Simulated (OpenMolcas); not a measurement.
An atom or ion with 22 electrons was computed by MS-RASPT2, IPEA 0.25 Eh, imaginary shift 0.1 Eh with spin-orbit coupling (OpenMolcas, ANO-RCC-VTZP, DKH2). The lowest levels that the run gave, each within 12 % of the measured value where one is at hand:

| J | Parity | E (cm-1) | g |
| --- | --- | --- | --- |
| 0 | even | 0.0 |  |
| 1 | even | 106 | 1.501 |
| 2 | even | 312 | 1.501 |
| 3 | even | 610 | 1.501 |
| 4 | even | 988 | 1.501 |
| 0 | even | 21120 |  |
| 4 | even | 21630 | 0.803 |
| 1 | even | 21750 | 1.500 |
| 5 | even | 21860 | 1.035 |
| 6 | even | 22110 | 1.167 |
| 2 | even | 22850 | 1.500 |
| 2 | even | 23400 | 0.666 |

Q: Which ion is it, and what are the configurations and terms?

A: Mn IV (Z = 25, charge +3; active space 10 electrons in 8 orbitals (RAS1 3p, at most 2 holes; RAS2 3d)). J, parity and g give the terms where levels are pure, and mixed ones are named by the computed weights; the size of the splittings, set against known spectra of the 22-electron sequence, gives the charge. In order, with the measured energies in cm-1 (Corliss and Sugar, J. Phys. Chem. Ref. Data 6, 1253 (1977)): 3d4 5D0, 3d4 5D1 (99.0), 3d4 5D2 (287), 3d4 5D3 (552), 3d4 5D4 (886), 3d4 3P0(1) (20654), 3d4 3H4 (21281), 3d4 3P1(1) (21279), 3d4 3H5 (21475), 3d4 3H6 (21679), 3d4 3P2(1) (22325), 3d4 3F2(1) (22791).

CASPT2 breaks the degeneracy within a term, and the mean is taken; among the terms shown or strongly mixed into the levels shown the widest spread is 560 cm-1 (3d4 3H). Active for correlation alone: 3p; no level in the range computed is led by a configuration that opens it, so any true level of that kind is missing. The CASPT2 spread within a term exceeds the gap to the next term for 3d4 3H and 3d4 3P(1), so the order of their levels is uncertain. Measured partners are found by configuration, term and J. A level has none where our copy of the source lacks it or the pairing is in doubt (some pairs that miss far off the trend of their configuration count as doubtful), and it then counts in no deviation. Levels of configurations outside the active space are missing.

A number in round brackets counts repeated terms of one configuration in the order of the reference energies.
